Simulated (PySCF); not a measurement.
Stepwise substitution at one centre (Al CH3-SiH3). Isolated molecules, 0 K electronic values unless said otherwise. Strings in code marks are SMILES.

Calculation: PySCF with PBE-D3(BJ)/def2-TZVP // r2SCAN-D4/def2-TZVP. Excitations are Tamm–Dancoff values on a coarser integration grid. The basis has no diffuse functions, so Rydberg states are missing or too high.

| species | S1–T1 gap (TDA) (eV) | HOMO (eV) | S1 excitation (TDA) (eV) | HOMO–LUMO gap (eV) |
|---|---|---|---|---|
| 0 of 3 CH3 replaced by SiH3 (`[CH3][Al]([CH3])[CH3]`) | 0.28 | -6.27 | [?] | 5.14 |
| 1 of 3 CH3 replaced by SiH3 | [?] | -6.05 | 4.22 | 3.94 |
| 2 of 3 CH3 replaced by SiH3 (`[CH3][Al]([SiH3])[SiH3]`) | [?] | -6.08 | [?] | 3.24 |
| 3 of 3 CH3 replaced by SiH3 (`[SiH3][Al]([SiH3])[SiH3]`) | 0.50 | -6.31 | 3.12 | 2.94 |

**Question.** Fill in the missing entries.

**Answer.** 
- 0 of 3 CH3 replaced by SiH3 (`[CH3][Al]([CH3])[CH3]`), S1 excitation (TDA) (eV): 5.21
- 1 of 3 CH3 replaced by SiH3, S1–T1 gap (TDA) (eV): 0.68
- 2 of 3 CH3 replaced by SiH3 (`[CH3][Al]([SiH3])[SiH3]`), S1–T1 gap (TDA) (eV): 0.59
- 2 of 3 CH3 replaced by SiH3 (`[CH3][Al]([SiH3])[SiH3]`), S1 excitation (TDA) (eV): 3.48
